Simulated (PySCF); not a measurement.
## Working out the ionisation energy of Cr(9+)

Cr(9+) [Ne] 3s2 3p3 (4S) → Cr(10+) [Ne] 3s2 3p2 (3P). All numbers are calculated (PySCF 2.14, the non-relativistic Hamiltonian (point nucleus), in an uncontracted even-tempered set (17 s from 0.49 bohr⁻², ratio 2.5; 11 p from 0.64 bohr⁻², ratio 2.5; 5 d from 3.8 bohr⁻², ratio 2.7; 4 f from 5.7 bohr⁻², ratio 2.7)). Frozen: 1s2; the 17 highest virtual orbitals dropped. Energies in hartree (1 hartree = 27.21139 eV):

```json
{"part": "UHF", "Cr(9+) (lower)": "-1013.677778", "Cr(10+) (upper)": "-1004.797346"}
{"part": "CCSD correlation", "Cr(9+) (lower)": "-0.465488", "Cr(10+) (upper)": "-0.450170"}
{"part": "(T)", "Cr(9+) (lower)": "-0.002979", "Cr(10+) (upper)": "-0.003007"}
```

Question: What does Hartree-Fock give?

Answer: (-1004.797346) − (-1013.677778) = 8.880432 hartree = 241.649 eV.

Question: What do CCSD and CCSD(T) give?

Answer: The CCSD correlation energies differ by 0.015318 hartree = 0.417 eV and the triples by -0.000028 hartree = -0.001 eV, so CCSD gives 242.066 eV and CCSD(T) 242.065 eV.

A first-order spin-orbit estimate adds -0.885 eV to CCSD(T) (outer shells), giving 241.180 eV against 244.5 ± 0.5 eV (semi-empirical (NIST evaluation); NIST Atomic Spectra Database, ionization energies).

The calculation is non-relativistic.

What remains against the reference includes basis incompleteness, the frozen core and higher excitations.
